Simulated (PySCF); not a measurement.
# EPR parameters of C6H7O3

C6H7O3 (doublet state).
Z-matrix (Å and degrees, GFN2-xTB geometry), rows numbered from 1:
```
O 
C   1  1.2306
C   2  1.4235  1  123.61
C   3  1.4719  2  123.18  1   179.63
O   4  1.4147  3  117.04  2     6.19
C   5  1.3484  4  118.94  3    -8.61
C   6  1.5119  5  111.11  4  -175.56
O   7  1.3966  6  114.18  5  -167.63
C   6  1.3421  5  125.18  4     5.53
H   3  1.0780  2  119.56  1     2.14
H   4  1.1066  3  109.72  2  -115.97
H   4  1.1030  3  110.39  2   127.90
H   7  1.1008  6  108.15  5   -42.52
H   7  1.0948  6  108.89  5    74.18
H   8  0.9643  7  109.45  6    58.44
H   9  1.0774  2  117.90  1    -3.61
```

The hyperfine couplings belong to this conformer and change with its torsions.

The species is `O=C1[CH]COC(CO)=C1` [radical].

Method: PySCF 2.14.0, UKS B3LYP, pcH-1 on C H O, non-relativistic, mean-field spin-orbit, GIAO. Isolated species at its GFN2-xTB geometry (one conformer only). The geometry wasn't refined by DFT: couplings that depend on bond lengths, twists or pyramidal angles can differ widely from those at the functional's own minimum. No stability test was run, so a lower SCF solution isn't excluded.

```
g1, g2, g3                      : 2.00212, 2.00394, 2.00679
g_iso                           : 2.00428
Form of g                       : rhombic: the two nearest values differ by 39 % of g3 − g1
⟨S²⟩                            : 0.7597 (exact 0.7500)
HOMO–LUMO gap, α and β orbitals : 5.29, 3.44 eV
Total energy                    : -458.47176 Eh
```

Hyperfine couplings atom by atom, in G; T1 to T3 are the principal values of the dipolar part (MHz turned into gauss with g_iso; 10 G = 1 mT):

```tsv
atom	isotope	a_iso	T1	T2	T3	Mulliken spin population
O1	17O	-4.9	-23.6	11.6	12.1	0.22
C2	13C	-13.0	-4.1	1.1	3.0	-0.11
C3	13C	24.4	-23.7	-23.6	47.3	0.83
C4	13C	-12.5	-0.9	0.3	0.6	-0.07
O5	17O	-0.6	-2.1	0.9	1.2	0.02
C6	13C	-1.0	-0.3	0.1	0.2	0.00
C7	13C	-0.1	-0.1	-0.1	0.2	0.00
O8	17O	0.0	-0.1	0.0	0.0	0.00
C9	13C	0.6	-1.7	-1.0	2.7	0.05
H10	1H	-18.3	-10.7	-0.8	11.4	-0.03
H11	1H	53.8	-1.8	-1.0	2.8	0.06
H12	1H	44.6	-1.7	-1.1	2.8	0.05
H13	1H	0.2	-0.3	-0.2	0.5	0.00
H14	1H	0.2	-0.3	-0.2	0.5	0.00
H15	1H	0.0	-0.3	-0.2	0.5	0.00
H16	1H	-1.6	-0.8	-0.6	1.4	0.00
```

The largest Mulliken spin populations are on C3 (+0.83), O1 (+0.22), C2 (-0.11) and C4 (-0.07). The angles at C3 add up to 360.0°, so it is planar; its axial dipolar tensor and the negative coupling of its proton fit spin in a p orbital normal to that plane.

Axes: g3 points within 12° of the O1–C2 bond.

Under fast tumbling the dipolar parts average out, and these isotropic splittings remain: 2 × 1H (H11/H12, I = 1/2, 3 lines) with 4.92 mT, 1 × 1H (H10, I = 1/2, 2 lines) with 1.83 mT and 1 × 1H (H16, I = 1/2, 2 lines) with 0.16 mT.

Class means assume fast exchange of nuclei equivalent by connectivity; if that motion is slow, each nucleus keeps its own coupling. The 1H value of +138.0 MHz is a mean of couplings from 125.1 to 150.8 MHz in this one geometry, not an average over conformers.

The 17O coupling of O1 (-13.9 MHz) shows only in satellite lines or after enrichment, since that isotope makes up about 0.038 % of natural oxygen.

The 13C coupling of C3 (68.5 MHz) shows only in satellite lines or after enrichment, since that isotope makes up about 1.07 % of natural carbon.
